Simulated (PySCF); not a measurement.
Species: [Cd(Br)2] (charge 0, multiplicity 1).

Problem. What is the computed charge on the central atom (Mulliken), HOMO and LUMO (PBE-D3(BJ)/def2-TZVP // BP86-D3(BJ)/def2-SVP (PySCF))?

Solution. 
The charge on the central atom (Mulliken) is 0.66 e and the HOMO comes out as -7.14 eV. The LUMO is -3.24 eV.
